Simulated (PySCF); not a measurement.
MgHF, SMILES [F][MgH].

The structure is a stationary point at r2SCAN-D4/def2-TZVPD.

Method: PySCF with TDDFT-CAM-B3LYP/def2-TZVPD.

Vertical excitations; the highest root listed may be one member of a degenerate set. Gas-phase values at a fixed geometry. State labels are in the subgroup C2v.

Computed excitation energies, oscillator strengths and character:
| state | symmetry | energy (eV) | λ (nm) | f | main pairs |
|---|---|---|---|---|---|
| S1 | B1 | 6.88 | 180 | 0.208 | HOMO→LUMO+1 (degenerate set) |
| S2 | B2 | 6.88 | 180 | 0.208 | HOMO→LUMO+2 (degenerate set) |
| S3 | A1 | 6.94 | 179 | 0.332 | HOMO→LUMO 96 % |
| S4 | B2 | 7.60 | 163 | 0.083 | HOMO−1→LUMO (degenerate set) |
| S5 | B1 | 7.60 | 163 | 0.083 | HOMO−2→LUMO (degenerate set) |
| S6 | A1 | 8.43 | 147 | 0.000 | HOMO−3→LUMO 81 % |
| S7 | A1 | 8.48 | 146 | 0.054 | HOMO→LUMO+3 89 % |
| S8 | A2 | 8.53 | 145 | 0.000 | HOMO−1→LUMO+1 45 %, HOMO−2→LUMO+2 45 % |
| S9 | A2 | 8.55 | 145 | 0.000 | HOMO−2→LUMO+2, HOMO−1→LUMO+1 (degenerate set) |
| S10 | A1 | 8.55 | 145 | 0.000 | HOMO−1→LUMO+2, HOMO−2→LUMO+1 (degenerate set) |
| T1 | A1 | 5.14 | 241 | 0 | HOMO→LUMO 89 % |
| T2 | B2 | 6.09 | 203 | 0 | HOMO→LUMO+2, HOMO→LUMO+5 (degenerate set) |
| T3 | B1 | 6.09 | 203 | 0 | HOMO→LUMO+1, HOMO→LUMO+4 (degenerate set) |
| T4 | B2 | 7.31 | 170 | 0 | HOMO−1→LUMO 96 % |
Triplets are in the Tamm–Dancoff approximation, which puts them higher than full response would, so one can lie above its singlet here.
